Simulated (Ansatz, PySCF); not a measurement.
Gas-phase reaction (SMILES): C[O][Ge]([O]C)([O]C)[O]C [tetramethoxygermane] + 8 [H][H] (H2) → 4 C (CH4) + [GeH4] (GeH4) + 4 O (H2O); energy of full hydrogenation.

Geometries: B3LYP-D3(BJ)/def2-TZVP minima from Ansatz (an electronic-structure program), one conformer each, not searched for the lowest. Cores are frozen in the correlated levels unless marked. No spin-orbit coupling. The frozen core is the preceding noble-gas configuration, with the filled d and f shells of earlier blocks. Non-relativistic. Basis-set limits of correlation are two-point, X^-3; Hartree-Fock from the larger set. The bracket is a focal-point correction in the basis named. Thermal terms are rigid-rotor harmonic-oscillator values from B3LYP-D3(BJ) frequencies (Ansatz or PySCF) at 298.15 K and 1 atm. 1 Eh = 627.5095 kcal/mol.

| species | E, RI-MP2/CBS(cc-pVTZ,cc-pVQZ)+[CCSD(T)-MP2]/cc-pVTZ (Ansatz) (Eh) | E, PBE0-D4/def2-TZVPD (Ansatz + dftd4) (Eh) | H - E (Eh) |
|---|---|---|---|
| C[O][Ge]([O]C)([O]C)[O]C | -2535.70564 | -2537.03057 | 0.18366 |
| [H][H] (H2) | -1.17529 | -1.16831 | 0.01336 |
| C (CH4) | -40.46125 | -40.47492 | 0.04840 |
| [GeH4] (GeH4) | -2077.90838 | -2079.12012 | 0.03354 |
| O (H2O) | -76.37659 | -76.38102 | 0.02495 |

Work out ΔE and ΔH at 298.15 K at the first level, then ΔH at the second.


1. ΔE = [4×(-40.46125) + (-2077.90838) + 4×(-76.37659)] - [(-2535.70564) + 8×(-1.17529)] = -0.15178 Eh = -95.2 kcal/mol at RI-MP2/CBS(cc-pVTZ,cc-pVQZ)+[CCSD(T)-MP2]/cc-pVTZ.
2. The terms H - E add up to 0.03640 Eh, so ΔH = (-0.15178 + (0.03640))×627.5095 = -72.4 kcal/mol.
3. At PBE0-D4/def2-TZVPD the same steps give ΔE = -104.7 and ΔH = -81.8 kcal/mol, a shift of -9.4 from the first level.
4. These values are not checked against measurement here, since the tables used lack a sound gas-phase enthalpy of formation for at least one species.
